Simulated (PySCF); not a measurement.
**Two-component Hartree-Fock for Tl⁷²⁺ (thallium, charge +72)**

Start: [He] 2s2 2p5; 2p1/2 filled at m_j = +1/2; 2p3/2 filled at m_j = -3/2, -1/2, +1/2, +3/2. Calculated with PySCF 2.14 in an even-tempered Gaussian basis (16 s from 60 bohr⁻², ratio 2.4; 13 p from 79 bohr⁻², ratio 2.4; 5 d from 270 bohr⁻², ratio 2.6; 4 f from 400 bohr⁻², ratio 2.6): generalised Hartree-Fock with the X2C-1e Hamiltonian and a Gaussian nucleus; one run each with spin-orbit coupling (SO) screened by Boettger's factors, then bare. This is a chosen level, not necessarily the ground level.

| spinor shell | electrons | ε, screened SO (eV) | ε, bare SO (eV) | weight of nominal j (bare SO) | rms radius, bare SO (bohr) |
| --- | --- | --- | --- | --- | --- |
| 1s1/2 | 2 | -93325.7 | -93325.8 | 1.000 | 0.0184 |
| 2s1/2 | 2 | -22143.7 | -22143.8 | 1.000 | 0.0727 |
| 2p1/2 | 1 | -21677.4 | -21727.1 | 1.000 | 0.0610 |
| 2p3/2 | 4 | -19488.5 | -19474.7 | 1.000 | 0.0689 |

```tsv
quantity	screened SO	bare SO
E (hartree)	-12770.10761	-12769.88363
M_J	1/2	1/2
⟨J²⟩	0.750	0.750
⟨L²⟩	2.026	2.028
⟨S²⟩	0.776	0.777
```

Each row is a mean over spinors that exchange with the open shell spreads, by up to 23.580 eV (2p3/2).

Breit and QED terms are absent; they matter most for the inner s and p1/2 levels.

Densities and radii are taken from the X2C orbitals without a picture-change correction, which distorts them close to the nucleus.
